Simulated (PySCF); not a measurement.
**Frontier orbitals and the lowest excitations**

Compound: C₆H₉F₂N.
Cartesian coordinates in Å at the PBE0-D3(BJ)/def2-SVP level; atoms count from 1:
```xyz
18
C6H9F2N angstrom
C     -2.058    0.760    0.074
C     -1.235   -0.490   -0.208
C     -0.682   -1.109    1.096
N      0.675   -0.610    1.264
C      1.049   -0.104    0.161
C      2.423    0.470    0.006
F      3.068   -0.168   -0.998
F      2.334    1.776   -0.340
C      0.058   -0.155   -0.970
H     -2.958    0.521    0.661
H     -1.470    1.496    0.646
H     -2.384    1.244   -0.860
H     -1.850   -1.215   -0.762
H     -0.633   -2.212    1.051
H     -1.289   -0.863    1.982
H      3.006    0.377    0.936
H      0.362   -0.944   -1.680
H      0.014    0.788   -1.536
```

The calculation used TDDFT PBE0/def2-SVPD, vertical, gas phase, core orbitals frozen in the response in PySCF.

Kohn–Sham orbitals with the atoms that hold most of them (Löwdin shares over 4%, at most four atoms; ? is withheld):

```json
{"orbital": "HOMO-3", "ε (eV)": "-9.86", "atoms": "C9 20%, C2 20%, C3 14%, C1 14%"}
{"orbital": "HOMO-2", "ε (eV)": "-9.55", "atoms": "C2 15%, C6 12%, C5 12%, F7 9%"}
{"orbital": "HOMO-1", "ε (eV)": "-8.47", "atoms": "N4 27%, C5 19%, C3 12%, C9 8%"}
{"orbital": "HOMO", "ε (eV)": "-7.96", "atoms": "?"}
{"orbital": "LUMO", "ε (eV)": "-0.69", "atoms": "?"}
{"orbital": "LUMO+1", "ε (eV)": "0.57", "atoms": "C1 13%, C3 10%, C9 9%, C2 9%"}
{"orbital": "LUMO+2", "ε (eV)": "1.22", "atoms": "C6 22%, F8 11%, H16 11%, H13 11%"}
```

(1) Which atoms hold the HOMO, and with what shares?

(2) Which atoms hold the LUMO, and with what shares?

(3) The HOMO–LUMO gap is 7.27 eV. Where does the response calculation put the lowest singlet, and from which orbitals?

(4) Give energy, strength and leading configuration of S1, S2, S3, S4 and S6, and follow the Löwdin shares of the leading atoms from the occupied to the empty orbital.

## Answers

(1) N4 (bonded to 2 C) 57%; C3 (bonded to C, N and 2 H) 10%; C5 (bonded to 2 C and N) 9%; C2 (bonded to 3 C and H) 6%. By element: nitrogen 57%, carbon 26% or more.

(2) N4 (bonded to 2 C) 36%; C5 (bonded to 2 C and N) 32%; C6 (bonded to C, 2 F and H) 6%; C9 (bonded to 2 C and 2 H) 5%. By element: carbon 42% or more, nitrogen 36%.

(3) S1 is at 5.29 eV (f = 0.0012), 1.98 eV below the gap, made of HOMO→LUMO (99%). 

(4) 
- S1 (5.29 eV, f 0.0012), HOMO→LUMO (99%): N4 57% → 36%, C3 10% → at most 6%, C5 9% → 32%
- S2 (7.00 eV, f 0.149), HOMO-1→LUMO (91%): N4 27% → 36%, C5 19% → 32%
- S3 (7.24 eV, f 0.0040), HOMO-2→LUMO (94%): C2 15% → at most 6%, C6 12% → 6%, N4 at most 9% → 36%, C5 12% → 32%
- S4 (7.46 eV, f 0.015), HOMO→LUMO+1 (97%): N4 57% → at most 9%, C3 10% → 10%, C1 at most 7% → 13%
- S6 (7.93 eV, f 0.017), HOMO-1→LUMO+1 (96%): N4 27% → at most 9%, C5 19% → at most 9%, C1 at most 8% → 13%, C3 12% → 10%

Löwdin shares depend on the basis, the more so with diffuse functions.

The run took about 3 min of CPU time (grids of density and orbitals included) (one thread, shared machine).

One conformer stands for the species.
